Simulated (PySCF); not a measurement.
Compound: BH6NO2Si.
Z-matrix (Å and degrees, PBE0-D3(BJ)/def2-SVP geometry), rows numbered from 1:
```
N 
Si  1  1.7481
B   2  2.0387  1  107.56
O   3  1.3573  2  118.95  1    98.89
O   3  1.3657  2  123.40  1   -79.07
H   1  1.0153  2  117.13  3   -53.46
H   1  1.0154  2  117.95  3   172.82
H   2  1.5051  1  115.73  3   124.69
H   2  1.5023  1  105.88  3  -118.26
H   4  0.9670  3  111.11  2  -178.11
H   5  0.9615  3  113.22  2    -0.93
```

The closed-shell ground state was solved at several levels (PySCF, density fitting, gas phase, non-relativistic).

```tsv
level	basis functions	total energy (Eh)	HOMO (eV)	LUMO (eV)	gap (eV)	dipole (D)
PBE0/def2-SVPD	158	-522.6513	-7.30	-0.43	6.87	1.06
HF/pcSseg-2	271	-521.5251	-10.73	2.29	13.02	1.00
```

Problem. What might PBE0/pcSseg-1 (122 basis functions) give for the same quantities?

Solution. Total energy -522.8587 Eh, HOMO -7.19 eV, LUMO -0.24 eV, gap 6.95 eV, dipole 1.14 D.

Problem. Over all these levels, which gives the widest orbital gap and which the narrowest?

Solution. HF/pcSseg-2 (Hartree–Fock, all exact exchange) has the widest, 13.02 eV, and PBE0/def2-SVPD (global hybrid, 25 % exact exchange) the narrowest, 6.87 eV. Functional and basis both differ between the two, so the spread mixes both effects. The HOMO need not be the same orbital at Hartree–Fock and at DFT levels.

Problem. How far do the dipole and the HOMO energy spread over the levels?

Solution. The dipole runs from 1.00 to 1.14 D (mean 1.07 D) and the HOMO from -10.73 to -7.19 eV.

One conformer stands for the species.
